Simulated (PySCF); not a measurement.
**A small calculation by hand: oscillator strength and radiative lifetime**

C3H5ClOSi, SMILES Cl[Si@H]1OC=CC1.

Geometry: B3LYP-D3(BJ)/def2-SVP. The structure was generated by enumeration; whether it is a known compound was not checked. Other conformers were not sampled.

PySCF 2.14.0 with TDDFT-LC-ωPBE/def2-SVPD puts the first singlet state with f over 0.02 at 6.61 eV (vertical), with the transition dipole (0.362, 0.882, 0.010) in atomic units.

Find the oscillator strength, the wavelength and the radiative lifetime that this transition would have in vacuum if emission retraced absorption.


|μ|² = 0.9091 au, so |μ| = 2.42 D. ΔE = 6.61/27.211 = 0.2429 hartree. f = (2/3) ΔE |μ|² = 0.147 (the program prints 0.147).
λ = 1239.84/6.61 = 188 nm; ν = 53313 cm⁻¹.
Einstein's coefficient A = 0.6670 ν² f s⁻¹ (ν in cm⁻¹) = 2.8e8 s⁻¹, so τ = 1/A = 3.6 ns. This state is S1. The figure is the radiative limit of this one transition; relaxation, internal conversion, crossing to triplets and a medium change what is measured.
